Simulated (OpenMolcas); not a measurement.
Pt3+ in a point-charge field

Pt3+ among 5 point charges of -1.2 e arranged as a square pyramid (C4v), 2.13 Å from the ion, with the axial distance 1.960 Å.

| Item | Value |
| --- | --- |
| Program | OpenMolcas |
| Method | SS-CASPT2, IPEA 0.25 Eh, imaginary shift 0.1 Eh (closed shells correlated: 4f 5s 5p) |
| Basis | ANO-RCC-VTZP [8s7p5d3f1g] |
| Scalar Hamiltonian | DKH2, point nucleus |
| Active space | 7 electrons in 5 orbitals (5d) |
| State averaging | 2S+1 = 4 even, 10 roots; 2S+1 = 2 even, 40 roots |
| Spin-orbit coupling | state interaction with AMFI integrals over the reference wave functions |

The lowest spin-free states, above the lowest:

```tsv
State	Degeneracy	E (cm-1)	Free-ion L (%)
2S+1 = 4	1	0	F (97)
2S+1 = 4	2	680	F (100)
2S+1 = 4	1	2870	F (100)
2S+1 = 4	2	4120	F (97)
2S+1 = 4	1	7510	F (100)
2S+1 = 2	1	11180	G (61)
2S+1 = 4	2	11680	P (97)
2S+1 = 2	1	12910	G (76)
2S+1 = 2	2	13510	G (71)
2S+1 = 2	1	14860	G (93)
2S+1 = 2	1	15080	P (82)
2S+1 = 2	1	15180	G (79)
2S+1 = 2	2	15340	G (77)
2S+1 = 2	1	16200	G (97)
2S+1 = 2	2	16870	H (64)
2S+1 = 4	1	17240	P (97)
2S+1 = 2	2	18900	H (55)
2S+1 = 2	1	19320	H (81)
2S+1 = 2	1	20110	H (62)
2S+1 = 2	1	20470	H (82)
```

The lowest levels with spin-orbit coupling:

| E (cm-1) | Degeneracy | 2S+1 | g |
| --- | --- | --- | --- |
| 0 | 2 | 4 (87 %) | 1.40 6.30 6.30 |
| 570 | 2 | 4 (87 %) | 2.22 4.42 4.42 |
| 1430 | 2 | 4 (82 %) | 0.40 0.40 10.84 |
| 2140 | 2 | 4 (82 %) | 4.06 4.06 4.53 |
| 2450 | 2 | 4 (78 %) | 0.49 0.49 7.91 |
| 9590 | 2 | 4 (75 %) | 0.21 0.21 4.55 |
| 10070 | 2 | 4 (51 %) | 0.11 1.05 1.05 |
| 10780 | 2 | 4 | 0.92 4.05 4.05 |
| 10810 | 2 | 4 (87 %) | 1.43 1.43 4.00 |
| 12060 | 2 | 4 (89 %) | 0.37 0.37 5.14 |
| 12250 | 2 | 4 (80 %) | 0.11 2.64 2.64 |
| 12920 | 2 | 4 (74 %) | 2.33 2.33 3.16 |
| 13790 | 2 | 4 (63 %) | 0.23 0.95 0.95 |
| 14740 | 2 | 4 (61 %) | 0.52 1.32 1.32 |
| 17030 | 2 | 4 (78 %) | 0.65 0.65 0.85 |
| 17380 | 2 | 4 | 2.26 2.26 3.89 |
| 18490 | 2 | 2 (75 %) | 1.73 3.32 3.32 |
| 19080 | 2 | 4 (85 %) | 0.11 1.22 1.22 |
| 19270 | 2 | 2 (78 %) | 2.96 2.96 3.56 |
| 19650 | 2 | 2 (74 %) | 2.19 4.01 4.01 |

Powder χT (cm3 K/mol): 2.56 at 2 K, 2.6 at 10 K, 2.83 at 50 K, 3.12 at 100 K, 3.64 at 200 K, 4.02 at 300 K. The effective moment at 300 K is 2.828 √(χT) = 5.67 μB.

Spin-orbit coupling mixes the spin-free states strongly: the lowest level takes only 44 % from its leading state, 2S+1 = 4. This shell can be high or low spin here, a state of another spin lies low, and with metal d orbitals alone active their balance is uncertain, so the ground spin may be wrong. Point charges give a weaker field than real ligands, and real ions of this kind are as a rule low spin; the high spin found here belongs to the model. Free-ion shares, where given, are those of the reference states; single-state CASPT2 does not remix them. This is an electrostatic model: the charges have no orbitals. An unlabelled pair can be two single states that coincide in this model. No measured value stands beside these numbers.
